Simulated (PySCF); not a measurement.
C4H7NSi, SMILES N#C/C=C\C[SiH3]. Heavy atoms are numbered as in [N:1]#[C:2]/[CH:3]=[CH:4]\[CH2:5][SiH3:6]. Hydrogens are named by the atom that carries them.

The structure is a stationary point at PBE-D3(BJ)/def2-SVP. The structure was generated by enumeration; whether it is a known compound was not checked. The values are those of a single conformer.

Computed with PBE0/def2-TZVP run with PySCF.

ESP charges are fitted to the potential on shells at 1.4 to 2.0 van der Waals radii. Atomic charges (e), one atom of each kind:

| atom | meta-Löwdin | Mulliken | Löwdin | ESP fit |
|---|---|---|---|---|
| N1 | -0.23 | -0.05 | 0.05 | -0.49 |
| C2 | 0.10 | (withheld) | -0.19 | 0.51 |
| C3 (CH) | -0.19 | (withheld) | -0.18 | -0.51 |
| C4 (CH) | -0.04 | (withheld) | -0.14 | 0.01 |
| C5 (CH2) | -0.44 | -0.32 | -0.38 | -0.27 |
| Si6 (SiH3) | 0.48 | 0.15 | 0.27 | 0.25 |
| H on C3 | 0.15 | (withheld) | 0.17 | 0.24 |
| H on C4 | 0.13 | 0.15 | 0.16 | 0.15 |
| H on C5 | 0.14 | 0.16 | 0.16 | 0.15 |
| H on Si6 | -0.08 | (withheld) | -0.03 | -0.06 |

### Question
Complete the blanks. (The exact figures need the calculation; the answer reports its results.)

### Answer

- C2, Mulliken: -0.19
- C3 (CH), Mulliken: -0.07
- C4 (CH), Mulliken: -0.10
- H on C3, Mulliken: 0.16
- H on Si6, Mulliken: -0.01

### Question
Give the Mayer and Wiberg (Löwdin basis) orders of the bonds. (An estimate is asked for; the answer gives what the named calculation found.)

### Answer

| bond | Mayer | Wiberg |
|---|---|---|
| N1–C2 | 3.00 | 3.25 |
| C2–C3 | 1.06 | 1.36 |
| C3–C4 | 1.81 | 1.90 |
| C4–C5 | 1.04 | 1.32 |
| C5–Si6 | 0.95 | 1.11 |
